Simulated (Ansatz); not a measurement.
# A small benchmark: atomisation enthalpy at 298 K

10 molecules without hydrogen; the atomisation enthalpy at 298 K in kJ/mol, computed less measured. Shapes, held fixed at every level: PBE0-D4/def2-TZVP. Thermal terms are harmonic and unscaled (PBE0-D4/def2-TZVP); the spin-orbit lowering of the free atoms is taken from their spectra. Programs: Ansatz 0.2.0. Measured values: Active Thermochemical Tables, CRC Handbook of Chemistry and Physics, NIST-JANAF tables.

Levels: A = HF/def2-SVP; B = SPW92/def2-TZVPP; C = BHLYP-D4/def2-TZVPP.

| molecule | from tabulated heats | A | B | C |
| --- | --- | --- | --- | --- |
| ICl (iodine monochloride) | 211 | -185 | +74 | -47 |
| I2 (SMILES II) | 151 | -167 | +59 | -43 |
| AsF3 (arsenic trifluoride) | 1326 | -598 | +353 | -103 |
| BBrCl2 (bromodichloroborane) | 1262 | -306 | +241 | -59 |
| BCl3 (boron trichloride) | 1337 | -307 | +245 | -60 |
| InBr3 (indium tribromide) | 861 | -291 | +109 | -82 |
| SiBr4 (tetrabromosilane) | 1313 | -452 | +230 | -73 |
| C3O2 (carbon suboxide) | 2745 | -957 | +633 | -197 |
| SO2F2 (sulfuryl fluoride) | 1693 | -1110 | +535 | -227 |
| Si(SiF3)F3 (hexafluorodisilane) | 3760 | -1180 | +522 | -258 |

Question: Sum up the errors.

Answer: 
```csv
level,kind,mean error,mean absolute error,worst case
HF/def2-SVP,Hartree–Fock,-555.3,555.3,Si(SiF3)F3
SPW92/def2-TZVPP,LDA,+300.1,300.1,C3O2
BHLYP-D4/def2-TZVPP,global hybrid,-114.9,114.9,Si(SiF3)F3
```

On this set BHLYP-D4/def2-TZVPP has the smallest mean absolute error and HF/def2-SVP the largest. HF/def2-SVP is too low in 10 of 10; SPW92/def2-TZVPP is too high in 10 of 10; BHLYP-D4/def2-TZVPP is too low in 10 of 10. The heats of InBr3, SiBr4, Si(SiF3)F3 come from older tables and can be uncertain by 10 kJ/mol or more. The molecules' own spin-orbit binding is left out, so errors for heavy halides read too negative. The tabulated values of AsF3, BBrCl2, BCl3, SO2F2 are in doubt (older tables, estimates, or at odds with other calculations) and kept here. Over the 6 molecules whose values aren't doubted the mean absolute errors are A 538.7; B 271.2; C 116.7. For HF/def2-SVP and SPW92/def2-TZVPP and BHLYP-D4/def2-TZVPP the error grows with the size of the molecule. Where a negative error exceeds the measured value, the molecule comes out unbound. Hartree–Fock lacks correlation and underbinds. For atoms past krypton def2 sets carry core potentials with scalar relativity. Relativity is left out for As, Br. The set is small.
